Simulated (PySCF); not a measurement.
## Fractional electron number in C²⁺ (carbon, charge +2)

The 2s beta orbital of [He] 2s2 is emptied in steps (occupation f), with all orbitals relaxed, ending at [He] 2s1. All numbers are calculated (PySCF 2.14, scalar relativity by spin-free X2C-1e, in jorge-DZP-DKH (4s2p1d, 15 functions)). The exact energy is a straight line in f; departures are measured from the line between the end points of the same method.

```
   f  UHF (eV)  LDA (eV)  PBE0 (eV)  LC-wPBE (eV)  BHandHLYP (eV)  CAM-B3LYP (eV)
   1     0.000     0.000      0.000         0.000           0.000           0.000
0.75     0.056    -1.260     -0.930        -0.355          -0.641          -0.672
 0.5     0.071    -1.651     -1.220        -0.458          -0.863          -0.893
0.25     0.051    -1.203     -0.893        -0.333          -0.662          -0.673
   0     0.000     0.000      0.000         0.000           0.000           0.000
```

```json
{"method": "UHF", "E(f=0) − E(f=1) (eV)": "45.765", "−ε at f=1 (eV)": "46.077", "−ε at f=0.5 (eV)": "45.752"}
{"method": "LDA", "E(f=0) − E(f=1) (eV)": "46.925", "−ε at f=1 (eV)": "40.129", "−ε at f=0.5 (eV)": "47.071"}
{"method": "PBE0", "E(f=0) − E(f=1) (eV)": "47.036", "−ε at f=1 (eV)": "42.021", "−ε at f=0.5 (eV)": "47.129"}
{"method": "LC-wPBE", "E(f=0) − E(f=1) (eV)": "47.204", "−ε at f=1 (eV)": "45.259", "−ε at f=0.5 (eV)": "47.268"}
{"method": "BHandHLYP", "E(f=0) − E(f=1) (eV)": "47.015", "−ε at f=1 (eV)": "43.608", "−ε at f=0.5 (eV)": "46.963"}
{"method": "CAM-B3LYP", "E(f=0) − E(f=1) (eV)": "47.199", "−ε at f=1 (eV)": "43.598", "−ε at f=0.5 (eV)": "47.200"}
```

Orbital energy along the path (eV):

```json
{"f": "1", "UHF": "-46.077", "LDA": "-40.129", "PBE0": "-42.021", "LC-wPBE": "-45.259", "BHandHLYP": "-43.608", "CAM-B3LYP": "-43.598"}
{"f": "0.75", "UHF": "-45.903", "LDA": "-43.633", "PBE0": "-44.607", "LC-wPBE": "-46.298", "BHandHLYP": "-45.293", "CAM-B3LYP": "-45.420"}
{"f": "0.5", "UHF": "-45.752", "LDA": "-47.071", "PBE0": "-47.129", "LC-wPBE": "-47.268", "BHandHLYP": "-46.963", "CAM-B3LYP": "-47.200"}
{"f": "0.25", "UHF": "-45.620", "LDA": "-50.319", "PBE0": "-49.535", "LC-wPBE": "-48.124", "BHandHLYP": "-48.693", "CAM-B3LYP": "-48.965"}
{"f": "0", "UHF": "-45.504", "LDA": "-52.466", "PBE0": "-49.709", "LC-wPBE": "-48.103", "BHandHLYP": "-50.362", "CAM-B3LYP": "-50.632"}
```

Reference removal energy between the ground levels: 47.888 eV (measured; NIST Atomic Spectra Database, ionization energies). UHF lacks correlation.
